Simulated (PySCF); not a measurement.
How methods differ on the excitation energy of Cu

Cu [Ar] 3d10 4s1 (2S) → Cu [Ar] 3d9 4s2 (2D), as a difference of total energies. Computed with PySCF 2.14 in def2-TZVPPD (6s6p4d2f1g, 67 functions), with the non-relativistic Hamiltonian (point nucleus). Correlated levels: valence: [Ar] frozen; valence and next inner shell: [Ne] frozen. The calculations carry no spin-orbit coupling.

```
                                method  excitation energy (eV)  difference from reference (eV)
                                   UHF                   0.246                          -1.244
                                   LDA                   2.636                          +1.146
                                   PBE                   2.352                          +0.862
                                  PBE0                   1.895                          +0.405
                                r2SCAN                   2.015                          +0.525
                                  MN15                   2.381                          +0.891
                                PBEsol                   2.493                          +1.003
                                 TPSSh                   2.069                          +0.579
                                  BP86                   2.325                          +0.835
                         MP2 (valence)                   2.677                          +1.187
                     SCS-MP2 (valence)                   2.199                          +0.709
    MP2 (valence and next inner shell)                   3.237                          +1.747
SCS-MP2 (valence and next inner shell)                   2.652                          +1.162
```

Reference: 1.490 eV (measured; NIST levels, between the centres of gravity of the two terms).

These non-relativistic numbers lack the scalar-relativistic shift.

Errors of the correlated levels include the incompleteness of this basis and the frozen core.
